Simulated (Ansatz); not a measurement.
Geometry optimisation, RKS PBE-D4/def2-SVPD in Ansatz.

input.yaml

```yaml
crystal:
  periodic: [false, false, false]
  atoms:
    - { symbol: O, position_ang: [-1.6323, 0.4534, 1.0859] }
    - { symbol: Ge, position_ang: [-0.847, 0.0082, -0.4309] }
    - { symbol: "N", position_ang: [-1.9371, -1.17381, -1.36098] }
    - { symbol: Al, position_ang: [-2.29762, 0.39891, -2.41451] }
    - { symbol: H, position_ang: [-1.4244, -0.2001, 1.7184] }
    - { symbol: H, position_ang: [0.55932, -0.64207, -0.34072] }
    - { symbol: H, position_ang: [-2.84416, -1.32958, -0.82028] }
    - { symbol: H, position_ang: [-2.39708, 1.13517, -3.7985] }
basis:
  gaussian: { orbitals: def2-SVPD }
hamiltonian:
  xc: pbe
  dispersion: d4
relax:
  f_tol: 0.015
  max_steps: 40
```

Command:

```bash
$ ansatz run input.yaml --threads 2 --pin off --max-ram 3072MiB --backend cpu --events-out ev --progress --plain --runs-dir out
```

Where does it end, and by what steps?

It converged. After 10 steps the energy has fallen by 1.330 eV; H7 moved furthest, 0.72 Å.

```
step  energy less start (eV)  largest force component (eV/Å)  accepted
   0                  0.0000                           3.324       yes
   1                 -0.6995                           1.669       yes
   2                 -0.9874                           1.109       yes
   3                 -1.1971                           0.551       yes
   4                 -1.2341                           1.504       yes
   5                 -1.2956                           0.383       yes
   6                 -1.2758                           0.471        no
   7                 -1.3277                           0.161       yes
   8                 -1.3290                           0.053       yes
   9                 -1.3299                           0.088       yes
  10                 -1.3304                           0.011       yes
```

```xyz
8
Properties=species:S:1:pos:R:3
O -1.578 0.543 1.179
Ge -0.899 0.001 -0.434
N -2.222 -0.971 -1.453
Al -2.048 0.490 -2.464
H -1.084 0.158 1.923
H 0.339 -0.880 -0.054
H -2.696 -1.861 -1.281
H -2.633 1.172 -3.777
```

Whether the end is a true minimum wasn't checked by a vibrational analysis.

Time of the run: 61 s on 2 threads of Arm Neoverse N1 (shared host), peak memory 0.18 GiB.
